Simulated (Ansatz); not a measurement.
`BCO[SiH2][SiH3]` → `BCO[SiH3]` + `[SiH2]` at 500 K and 1 bar (silylene loss).

Program: Ansatz. Geometries: PBE0-D4/def2-TZVP. ΔE: electronic, gas phase. CBS: MP2 limit from def2 TZ/QZ plus the TZ coupled-cluster correction, frozen cores. This one scheme is used for every species. One conformer a species, not always the lowest.

| species | CCSD(T)/CBS energy (Eh) | H − E (kJ/mol) | S (J/(mol·K)) |
| --- | --- | --- | --- |
| `BCO[SiH2][SiH3]` | -721.57946 | 306.4 | 481.9 |
| `BCO[SiH3]` | -431.30140 | 246.1 | 393.6 |
| `[SiH2]` | -290.19011 | 48.0 | 226.5 |

H − E and S are ideal-gas, rigid-rotor, harmonic terms from PBE0-D4/def2-TZVP, for one conformer and one mirror image of each species. 1 Eh = 2625.50 kJ/mol, R = 8.31446 J/(mol·K).

Problem. By hand: ΔE, ΔH, ΔS and ΔG.

Solution. ΔE = (-431.30140) + (-290.19011) − (-721.57946) = 0.08795 Eh = 230.9 kJ/mol. Δ(H − E) = 246.1 + 48.0 − 306.4 = -12.3, so ΔH = 218.6 kJ/mol. ΔS = 393.6 + 226.5 − 481.9 = 138.2 J/(mol·K). ΔG = 218.6 − 500 × (138.2)/1000 = 149.5 kJ/mol.

Problem. By hand: the equilibrium constant, and the temperature at which ΔG would vanish if ΔH and ΔS stayed fixed.

Solution. log₁₀ K = −ΔG/(RT ln 10) = -15.6. ΔG = 0 at ΔH/ΔS = 1582 K.

The number of gas molecules changes by +1, which sets the sign of ΔS. A doubt of 5 kJ/mol in ΔE shifts log₁₀ K by 0.5 here. Other conformers and mirror images would add mixing entropy, several J/(mol·K) or more a flexible species. Modes under 60 cm⁻¹, often nearly free rotors, make the harmonic entropy too high. These are equilibria of isolated gas molecules and say nothing of rates. Largest T1 diagnostic: 0.014 (customary marks: 0.02 for closed shells, 0.045 for open ones).
